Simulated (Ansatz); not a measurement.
Start from `C[CH2][Sn][Br]` and change one atom or group to get `C[CH2][Sn][OH]`.

Ansatz, PBE0-D4/def2-TZVP geometries, multiplicity 1. Each molecule was computed in one conformer, which needn't be the lowest.

Elements past krypton have def2 core potentials. Scalar relativity is left out up to krypton.

| property | `C[CH2][Sn][Br]` |
| --- | --- |
| size of the dipole moment (ωB97M-V/def2-TZVPP) / D | 2.99 |
| HOMO energy (B3LYP/def2-TZVPP) / eV | -6.25 |
| HOMO energy (PBE/def2-TZVPP) / eV | -5.41 |
| LUMO energy (PBE/def2-TZVPP) / eV | -3.49 |
| HOMO–LUMO gap (ωB97M-V/def2-TZVPP) / eV | 7.39 |
| zero-point energy (PBE0-D4/def2-TZVP) / kJ/mol | 169.9 |

Task: What does the change do to each property? (An estimate is asked.)

Result: Ansatz gave: 
| property | `C[CH2][Sn][OH]` | shift |
| --- | --- | --- |
| size of the dipole moment (ωB97M-V/def2-TZVPP) / D | 2.05 | -0.94 |
| HOMO energy (B3LYP/def2-TZVPP) / eV | -6.09 | 0.16 |
| HOMO energy (PBE/def2-TZVPP) / eV | -5.23 | 0.18 |
| LUMO energy (PBE/def2-TZVPP) / eV | -2.78 | 0.71 |
| HOMO–LUMO gap (ωB97M-V/def2-TZVPP) / eV | 7.97 | 0.58 |
| zero-point energy (PBE0-D4/def2-TZVP) / kJ/mol | 202.6 | 32.7 |

With PBE0 the HOMO rises by 0.18 eV and the LUMO rises by 0.73 eV, so the gap widens by about 0.55 eV. PBE moves the HOMO by 0.18 eV and ωB97M-V by 0.15 eV. The zero-point energy changes by 32.7 kJ/mol with +3 modes. Dipoles are sizes alone; their direction can turn.

B3LYP here is the variant with VWN-RPA as its local correlation; programs differ in this.

Spin–orbit coupling is left out; it splits and shifts lone-pair levels of the heavy atoms by tenths of an eV.
